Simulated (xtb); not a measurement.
H3ISiTe, SMILES [SiH3][Te]I. All values are semi-empirical tight-binding results from xtb (GFN2-xTB unless named), good for trends rather than for accurate numbers. Geometry optimised at GFN2-xTB.

Optimised geometry:

```xyz
6

Te     0.1159     0.5138     1.0679
I     -0.1085    -1.3264    -0.8897
Si    -0.0127     2.4959    -0.4505
H      0.0481     3.5955     0.4991
H     -1.2641     2.5081    -1.1967
H      1.1152     2.5347    -1.3728
```

Computed properties:
```
Item                                             Value
---------------------------------------  -------------
orbital gap                                    2.80 eV
zero-point energy                        15.7 kcal/mol
G − E(el) at 298.15 K (modified RRHO)    -5.2 kcal/mol
static polarisability (D4 model)           101.9 bohr³
solvation energy, GFN2-xTB/ALPB(water)   -2.0 kcal/mol
solvation energy, GFN2-xTB/ALPB(hexane)  -4.6 kcal/mol
```

Computed atomic charges and the Wiberg bond orders between heavy atoms:
charges (e) Te1 0.03, I2 -0.14, Si3 0.43, H4 -0.13, H5 -0.09, H6 -0.09. Bond orders Te1–I2 1.13, Te1–Si3 0.99.
